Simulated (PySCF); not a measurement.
**Shieldings and the share of exact exchange**

Molecule: SMILES C#CC[SiH]1CC1, C5H8Si.

Atoms are numbered as in `[CH:1]#[C:2][CH2:3][SiH:4]1[CH2:5][CH2:6]1`; H(Xn) means a hydrogen on atom n. Ha(C5), Ha(C6) are cis to C3 on the ring; Hb(C5), Hb(C6) are trans to C3 on the ring.

GIAO shieldings (ppm, equivalent atoms averaged) in PySCF 2.14 on the PBE0-D3(BJ)/def2-SVP geometry, basis pcSseg-1, gas phase, non-relativistic:

```csv
functional,exact exchange (%),σ(C3),σ(C5/C6),σ(Si4)
BLYP,0,171.3,180.1,433.5
BP86,0,176.1,184.0,443.1
PBE,0,176.3,184.5,444.2
B3LYP,20,177.0,185.4,445.9
mPW1PW91,25,181.9,189.4,457.0
BHandHLYP,50,183.9,192.0,463.2
HF,100,194.0,201.6,492.3
```

Problem. Fit each shielding as a line in the percentage of exact exchange.

Solution. σ(C3) = 174.7 + 0.19 x (rms 1.9 ppm); σ(C5/C6) = 182.9 + 0.19 x (rms 1.5 ppm); σ(Si4) = 439.8 + 0.52 x (rms 4.0 ppm). The functionals also differ in their semilocal parts, which the line can't hold; Hartree–Fock has no correlation at all.

Problem. What does the line predict for PBE0 (25 %), and what does the run give?

Solution. σ(C3): 179.4 predicted, 182.8 computed; σ(C5/C6): 187.7 predicted, 190.4 computed; σ(Si4): 452.8 predicted, 458.8 computed ppm.
